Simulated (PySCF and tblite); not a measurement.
Results of a calculation; reference values are marked as such.
Stationary points of C5H11NO at GFN2-xTB, in Å:

Structure A

```
 1 C    -0.994   -0.021   -1.413
 2 C    -0.697   -0.140    0.085
 3 C    -1.377    1.021    0.804
 4 N     0.752   -0.189    0.324
 5 C     1.508   -1.027   -0.581
 6 C     1.362    0.280    1.429
 7 O     0.882    0.863    2.370
 8 H    -2.065    0.106   -1.550
 9 H    -0.691   -0.904   -1.968
10 H    -0.493    0.851   -1.827
11 H    -1.125   -1.087    0.452
12 H    -2.436    1.018    0.558
13 H    -1.266    0.942    1.879
14 H    -0.944    1.965    0.484
15 H     1.595   -0.568   -1.567
16 H     2.511   -1.181   -0.186
17 H     1.027   -2.003   -0.684
18 H     2.452    0.073    1.390
```

Structure B

```
 1 C    -0.865    0.759   -1.405
 2 C    -0.664   -0.152   -0.196
 3 C    -1.480    0.326    1.003
 4 N     0.757   -0.242    0.150
 5 C     1.367   -1.544    0.071
 6 C     1.455    0.841    0.524
 7 O     1.036    1.971    0.621
 8 H    -1.912    0.763   -1.695
 9 H    -0.270    0.411   -2.247
10 H    -0.561    1.772   -1.157
11 H    -0.980   -1.168   -0.460
12 H    -2.537    0.330    0.753
13 H    -1.324   -0.331    1.856
14 H    -1.177    1.332    1.276
15 H     1.302   -1.938   -0.946
16 H     2.417   -1.479    0.352
17 H     0.869   -2.244    0.748
18 H     2.512    0.592    0.748
```

Structure C

```
 1 C    -1.302   -0.756   -0.958
 2 C    -0.724    0.004    0.235
 3 C    -0.936    1.509    0.091
 4 N     0.683   -0.321    0.442
 5 C     1.645    0.050   -0.563
 6 C     1.047   -0.952    1.571
 7 O     0.305   -1.290    2.463
 8 H    -2.381   -0.632   -0.978
 9 H    -1.078   -1.817   -0.875
10 H    -0.900   -0.382   -1.897
11 H    -1.221   -0.341    1.148
12 H    -2.000    1.728    0.120
13 H    -0.453    2.040    0.908
14 H    -0.540    1.875   -0.854
15 H     1.699    1.136   -0.670
16 H     2.629   -0.318   -0.275
17 H     1.382   -0.386   -1.528
18 H     2.137   -1.141    1.610
```

Level: BP86/pcSseg-1 + D3(BJ) on GFN2-xTB stationary points, with GFN2-xTB thermal terms.

Question: Which structure is a saddle point, and along which motion?

Answer: A: one imaginary mode (56i cm⁻¹ at GFN2-xTB, mostly on C3, O7, C1), along the rotation about the C2–N4 bond (torsion C1–C2–N4–C5 from 65° to -118°, falling).

Question: Give their symmetry and energies above the lowest.

Answer: A C1, 6.3 kcal/mol; B Cs, 1.4 kcal/mol; C C1, 0.0 kcal/mol.
